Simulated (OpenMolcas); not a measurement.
Os2+ among 4 point charges of -1.5 e arranged as a tetrahedron (Td).

```yaml
Program: OpenMolcas
Method: "SS-CASPT2, IPEA 0.25 Eh, imaginary shift 0.1 Eh (closed shells correlated: 4f 5s 5p)"
Basis: ANO-RCC-VDZP [7s6p4d2f1g]
Scalar_Hamiltonian: DKH2, point nucleus
Active_space: 6 electrons in 5 orbitals (5d)
State_averaging: 2S+1 = 5 even, 5 roots; 2S+1 = 3 even, 45 roots; 2S+1 = 1 even, 50 roots
Spin-orbit_coupling: state interaction with AMFI integrals over the reference wave functions
```

All point charges move together. At R = 1.85 Å the first state of the same spin is 3780 cm-1, and at R = 2.05 Å it is 3220 cm-1.

Q: A third run gives 2460 cm-1. What distance was it run at?

A: With a power law R^-n the two known points give n = -ln(3220 / 3780) / ln(2.05 / 1.85) = 1.56. Then R = 1.85 × (3780 / 2460)^(1/1.56) = 2.436 Å. The run was at 2.27 Å, so the estimate is off by +0.166 Å.

Roots that are degenerate in the reference are averaged as groups; the widest CASPT2 spread within a group is 220 cm-1 (the 3-fold group of multiplicity 3 near 38600 cm-1 above the lowest state of its run, R = 2.05). Shifts and gaps below about the spread of the groups concerned are not significant. An orbital doublet at a regular site is open to a Jahn-Teller distortion, which this geometry leaves out. Point charges give a weaker field than real ligands, and real ions of this kind are as a rule low spin; the high spin found here belongs to the model. The ground term spreads over less than 5000 cm-1, several times less than with real ligands, so orbital moments are less quenched and χT lies further from the spin-only value than at real sites. Free-ion shares, where given, are those of the reference states; single-state CASPT2 does not remix them. Spin-orbit coupling mixes the spin-free states strongly: the lowest level takes only 69 % from its leading state, 5E (figures for R = 1.85; the like holds for R = 2.05, R = 2.27). Point charges carry no covalency, so the field is a model and not that of real ligands. No measured value stands beside these numbers.
